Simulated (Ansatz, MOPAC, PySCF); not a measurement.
Noncovalent pair: CH3Cl (SMILES CCl) (first 5 atoms) with C2H6 (SMILES CC); geometry from B3LYP-D3(BJ)/def2-TZVP, rigid monomers moved along the line of their centres of mass till H4···H8 is 2.85 Å.
(charge 0, multiplicity 1):
| atom | x (Å) | y (Å) | z (Å) |
|---|---|---|---|
| C | -0.6717 | -0.9111 | 0.8401 |
| Cl | -0.8430 | 0.8742 | 0.7990 |
| H | -0.5880 | -1.2688 | -0.1815 |
| H | 0.2218 | -1.1551 | 1.4063 |
| H | -1.5509 | -1.3272 | 1.3220 |
| C | 0.8305 | 0.3067 | 4.6813 |
| C | -0.5196 | -0.3911 | 4.8164 |
| H | 1.1528 | 0.3513 | 3.6395 |
| H | 1.6054 | -0.2102 | 5.2511 |
| H | 0.7808 | 1.3341 | 5.0464 |
| H | -1.2846 | 0.1188 | 4.2285 |
| H | -0.8549 | -0.4098 | 5.8552 |
| H | -0.4696 | -1.4264 | 4.4716 |

Monomers are frozen at their geometry in the pair; levels with a basis set take the counterpoise correction. Rows marked so take none.

Frozen-core correlation. Rows in 6-31G*, STO-3G carry no dispersion term and start afresh at each structure (6-31G* with six Cartesian d functions). MP2/6-31G* freezes PySCF's default core. The state reached by PM6 isn't checked.

Codes used: Ansatz (Gaussian orbitals); MOPAC for PM6 (differences of heats of formation); PySCF for 6-31G* rows, STO-3G rows, the dispersion terms. Each number belongs to the level named beside it.

```json
[
 {"level": "PM6", "interaction energy (meV)": "-12.2"},
 {"level": "HF/STO-3G (no counterpoise)", "interaction energy (meV)": "3.2"},
 {"level": "HF/6-31G* (no counterpoise)", "interaction energy (meV)": "3.8"},
 {"level": "PBE-D3(BJ)/def2-TZVPPD", "interaction energy (meV)": "-63.1"},
 {"level": "B3LYP/6-31G* (no counterpoise)", "interaction energy (meV)": "-0.5"},
 {"level": "B3LYP/def2-TZVPPD", "interaction energy (meV)": "10.5"},
 {"level": "MP2/6-31G* (no counterpoise)", "interaction energy (meV)": "-31.9"},
 {"level": "SCS-MP2/aug-cc-pV(D+d)Z", "interaction energy (meV)": "___"},
 {"level": "CCSD(T)/aug-cc-pV(D+d)Z", "interaction energy (meV)": "___"}
]
```

**Question.** Fill in the missing entries.

**Answer.** 
- SCS-MP2/aug-cc-pV(D+d)Z, interaction energy (meV): -34.2
- CCSD(T)/aug-cc-pV(D+d)Z, interaction energy (meV): -45.9

Ansatz is a first-principles code.
